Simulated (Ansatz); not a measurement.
Reaction (ligand exchange at a B–Br bond): `CB(O)Br` + `OCF` → `CB(O)OCF` + HBr

Program: Ansatz. Geometries: PBE0-D4/def2-TZVP. ΔE: electronic, gas phase. CBS: MP2 limit from def2 TZ/QZ plus the TZ coupled-cluster correction, frozen cores. Functionals use def2-TZVPP. B3LYP here is the variant with VWN-RPA as its local correlation; programs differ in this. HSE06 is defined as in plane-wave codes. For Br outer-core shells are correlated without core-valence functions, which leaves a few kJ/mol of doubt a bond. Scalar relativity is left out up to krypton. One conformer a species, not always the lowest.

Problem. Is it downhill or uphill in electronic energy at CCSD(T)/CBS, and by how much? (Estimate.)

Solution. The calculation gave: Downhill: ΔE = -8.4 kcal/mol.

Problem. What do these levels give: LDA (SPW92), BLYP-D4, PBE0-D4, B3LYP-D4, PBE0, HSE06, MP2/def2-SVP, HF/def2-TZVPP, SCS-MP2/def2-TZVPP, CCSD(T)/def2-TZVPP, SCS-MP2/def2-QZVPP, MP2/CBS(def2)? (An estimate is asked.)

Solution. Ansatz gave: LDA (SPW92) -9.7, BLYP-D4 -8.9, PBE0-D4 -7.6, B3LYP-D4 -9.4, PBE0 -7.3, HSE06 -7.2, MP2/def2-SVP -11.5, HF/def2-TZVPP -10.2, SCS-MP2/def2-TZVPP -8.6, CCSD(T)/def2-TZVPP -9.3, SCS-MP2/def2-QZVPP -8.2, MP2/CBS(def2) -6.8 kcal/mol.

Problem. What do rigid-rotor, harmonic-oscillator terms from PBE0-D4/def2-TZVP frequencies (298.15 K, 1 bar) make of the CCSD(T)/CBS value? (Estimate.)

Solution. The calculation gave: ΔZPE = -2.1 kcal/mol, ΔH = -10.1 kcal/mol, ΔS = -25 J/(mol·K), ΔG = -8.3 kcal/mol.

Largest T1 diagnostic among the species: 0.012.

In def2-TZVPP, CCSD(T) changes the Hartree–Fock value by +0.9 kcal/mol (the triples alone add +0.3 kcal/mol) and MP2 by +2.5 kcal/mol. From BLYP to BHLYP (50 % exact exchange), in def2-TZVPP and without D4, ΔE moves by −1.8 kcal/mol.
